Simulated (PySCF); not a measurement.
**The second ionisation energy along group 6**

Calculated with PySCF 2.14 from differences of total energies of unrestricted determinants, without spin-orbit coupling. Values in eV. The last column holds reference values (NIST; (s) semi-empirical, (t) theoretical, else measured). Unmarked ones compare directly (S terms, centres of terms, or small fine structure); those marked * lie between the lowest fine-structure levels and include a spin-orbit shift.

```
                                                                              element                     configurations     UHF  MP2 (valence)  SCS-MP2 (valence)     LDA     PBE  r2SCAN           reference
Cr (x2c-TZVPPall with one added diffuse shell each of s, p, d, f type, spin-free X2C)                [Ar] 3d5 → [Ar] 3d4  15.000         15.969             15.323  17.504  17.143  16.859            16.486 *
Mo (x2c-TZVPPall with one added diffuse shell each of s, p, d, f type, spin-free X2C)                [Kr] 4d5 → [Kr] 4d4  15.083         15.747             15.305  16.717  16.494  16.368  16.16 ± 0.12 (s) *
 W (x2c-TZVPPall with one added diffuse shell each of s, p, d, f type, spin-free X2C)  [Xe] 4f14 5d4 6s1 → [Xe] 4f14 5d4  15.039         15.519             15.215  16.704  16.408  16.501  16.37 ± 0.15 (s) *
```

"Valence" correlates the outer s and p shells and, in groups 3 to 12 and the f block, the outer d or f shell, open or full, or the next shell where the ion has no valence electron left; the wider scheme adds the next inner shell.
